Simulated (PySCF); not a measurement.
# Correlation energy of B (boron, neutral)

[He] 2s1 2p2, high-spin 4P determinant (an excited configuration). Computed with PySCF 2.14 in x2c-TZVPPall (5s3p2d1f, 31 functions), with the spin-free X2C one-electron Hamiltonian (Gaussian nucleus). Frozen: nothing; 5 electrons correlated.

```tsv
level	correlation energy (mhartree)
CCSD	-32.29
(T)	-0.12
CCSD(T)	-32.41
CCSDT	-32.46
```

Diagnostics: T1 = 0.0028, D1 = 0.0055, largest double amplitude 0.043.

Cost of the coupled-cluster step: roughly 0.3 core-seconds, for 5 correlated electrons.

Iterations:

```
CC2 = 0
CCSD nocc = (np.int64(4), np.int64(1)), nmo = (31, 31)
frozen orbitals [[], []]
max_cycle = 100
direct = 0
conv_tol = 1e-08
conv_tol_normt = 1e-06
diis_space = 8
diis_start_cycle = 0
Init t2, MP2 energy = -0.026063528396868
Init E_corr(UCCSD) = -0.0260635284022862
cycle = 1  E_corr(UCCSD) = -0.0305783959721174  dE = -0.00451486757  norm(t1,t2) = 0.0233212
cycle = 2  E_corr(UCCSD) = -0.0317213281983913  dE = -0.00114293223  norm(t1,t2) = 0.00873005
cycle = 3  E_corr(UCCSD) = -0.0323133224934862  dE = -0.000591994295  norm(t1,t2) = 0.00365728
cycle = 4  E_corr(UCCSD) = -0.0322868935893554  dE = 2.64289041e-05  norm(t1,t2) = 0.00052339
cycle = 5  E_corr(UCCSD) = -0.0322906713873374  dE = -3.77779798e-06  norm(t1,t2) = 2.94813e-05
cycle = 6  E_corr(UCCSD) = -0.0322901792437854  dE = 4.92143552e-07  norm(t1,t2) = 5.07787e-06
cycle = 7  E_corr(UCCSD) = -0.0322902683014261  dE = -8.90576407e-08  norm(t1,t2) = 6.12922e-07
cycle = 8  E_corr(UCCSD) = -0.0322902663332479  dE = 1.96817825e-09  norm(t1,t2) = 8.34822e-08
UCCSD converged
E(UCCSD) = -24.49073028687491  E_corr = -0.03229026633324785
UCCSD(T) correction = -0.000124193726387477
```

This basis was not built for core-valence correlation, so the inner-shell part is incomplete.
